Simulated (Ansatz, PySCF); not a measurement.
Spin states of CrO2 (SMILES [O]=[Cr]=[O]), each relaxed with B3LYP-D3(BJ)/def2-TZVP.
State 1 (charge 0, multiplicity 3):
```xyz
3

Cr     0.247    -0.204     0.246
O      0.974     0.299    -1.084
O     -1.254    -0.047     0.768
```
State 2 (charge 0, multiplicity 1):
```xyz
3

Cr     0.2709    -0.2248     0.2709
O      0.9322     0.3045    -1.0715
O     -1.2363    -0.0323     0.7304
```

Singlets are restricted, other states unrestricted; no spin–orbit coupling, no relativity up to Kr; see below for the cores. The largest T1 diagnostic is 0.075.

Run with Ansatz (Gaussian basis) for Hartree–Fock, density functionals and correlated methods; PySCF for the dispersion terms. Each number belongs to the level named beside it.

Predict the energy of the multiplicity-1 state less that of the multiplicity-3 state from CAM-B3LYP-D3(BJ)/def2-TZVPP.

104 kJ/mol

Predict the energy of the multiplicity-1 state less that of the multiplicity-3 state from BHLYP-D4/def2-TZVPP.

120 kJ/mol

Give the energy of the multiplicity-1 state less that of the multiplicity-3 state at the level BLYP-D4/def2-TZVPP.

88 kJ/mol

Ansatz is a first-principles code.
